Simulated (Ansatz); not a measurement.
Reactions of CH9NOSi2 (`C[SiH](N)O[SiH3]`).

Gas-phase electronic energies from Ansatz, PBE0-D4/def2-TZVP geometries. CBS: MP2 limit from def2 TZ/QZ plus the TZ coupled-cluster correction, frozen cores. This one scheme is used for every species. Functionals use def2-TZVPP. B3LYP here is the variant with VWN-RPA as its local correlation; programs differ in this. def2 core potentials past Kr. For Ge, Ta outer-core shells are correlated without core-valence functions, which leaves a few kJ/mol of doubt a bond. Scalar relativity is left out up to krypton. Each species was taken in one conformer, which may not be the lowest.

```
                                                                                           reaction  CCSD(T)/CBS(def2) (kJ/mol)
                `C[SiH](N)O[SiH3]` + `[CH3][Al]1[CH2][O]1` → `[SiH3][Al]1[CH2][O]1` + `CO[SiH](C)N`                         196
`C[SiH](N)O[SiH3]` + `[CH3][Ta](=[O])([OH])[OH]` → `C[SiH](C)O[SiH3]` + `[NH2][Ta](=[O])([OH])[OH]`                         -21
                                `C[SiH](N)O[SiH3]` + `NC(O)(F)F` → `N[SiH](N)O[SiH3]` + `CC(O)(F)F`                         -82
        `C[SiH](N)O[SiH3]` + `[CH3][Ge]([F])([F])[Cl]` → `[F][Ge]([F])([SiH3])[Cl]` + `CO[SiH](C)N`                           ?
                             `C[SiH](N)O[SiH3]` + `[NH2][AlH2]` → `[AlH2][NH][SiH3]` + `C[SiH](N)O`                          54
```

Problem. Fill in the missing values. (An estimate is asked.)

Solution. Computed: `C[SiH](N)O[SiH3]` + `[CH3][Ge]([F])([F])[Cl]` → `[F][Ge]([F])([SiH3])[Cl]` + `CO[SiH](C)N`: +194.7 kJ/mol.

Largest T1 diagnostic: 0.020, for `[CH3][Ta](=[O])([OH])[OH]`.
